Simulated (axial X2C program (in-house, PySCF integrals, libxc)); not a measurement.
Spin–orbit effects along a row: molecules with Rb (ions), HF

Computed with an in-house all-electron X2C program for linear molecules (integrals from PySCF), spin-free (one-electron X2C) or two-component (2c: spin–orbit coupling with atomic mean-field Coulomb and Gaunt terms, which also bring small scalar terms), in Dyall basis sets with cores contracted in-house; open shells are unrestricted.

Basis sets: Cl dyall-av3z, Na dyall-cv3z, P dyall-v3z, Rb dyall-cv3z, S dyall-av3z, Si dyall-v3z.

```
molecule   spin-free state  Re (Å)  ωe (cm⁻¹)  De (eV)  2c state  Re 2c (Å)  ωe 2c (cm⁻¹)  De 2c (eV)
   NaRb⁺  M_S = 1/2, Λ = 0   4.469       70.7     0.41   Ω = 1/2      4.469          70.7        0.41
   RbSi⁺    M_S = 1, Λ = 1   3.965       72.3     0.13     Ω = 2      3.966          72.2        0.12
    RbP⁺  M_S = 3/2, Λ = 0   3.904       53.2     0.08   Ω = 3/2      3.904          53.2        0.08
    RbS⁺    M_S = 1, Λ = 0   3.653       79.7     0.23     Ω = 1      3.654          79.5        0.23
   RbCl⁺  M_S = 1/2, Λ = 1   3.609       63.6      n/a   Ω = 3/2      3.609          63.6         n/a
```

**Question.** Work out the shifts from the spin-free to the two-component result.

**Answer.** 

```
molecule  2c state  ΔRe (Å)  Δωe (cm⁻¹)  ΔDe (eV)
   NaRb⁺   Ω = 1/2    0.000         0.0      0.00
   RbSi⁺     Ω = 2    0.001        -0.1     -0.01
    RbP⁺   Ω = 3/2    0.000         0.0      0.00
    RbS⁺     Ω = 1    0.001        -0.2      0.00
   RbCl⁺   Ω = 3/2    0.000         0.0       n/a
```

Shifts of one unit in the last digit are rounding.

Fragments in 2c: Rb+ + Na, Rb+ + Si, Rb+ + P, Rb+ + S, Rb+ + Cl. Each entry is the lowest single determinant of a limited PBE0 search at one distance. De goes to single-determinant-based atoms at the same level (for ions the charge split of lowest energy) and is withheld (n/a) where an atom does not fit its ground term or J level. Main or longest-lived isotopes. One determinant is a doubtful description, or other states lie close, for RbSi⁺, RbP⁺, RbS⁺, RbCl⁺; these need not be ground states, and all values refer to the states named. Some open-shell Ω = 0 determinants are out of reach, so the Ω given for RbSi⁺, RbS⁺ need not be the lowest component. With several unpaired electrons the Ω given is that of one determinant, not necessarily of the lowest component. Some light 2c atoms are not at their ground J level, so De misses part of their lowering (0.04 eV or less). Where the atoms have a lower orbital projection than the molecule, De at mean-field level may be about a tenth of an eV too small.
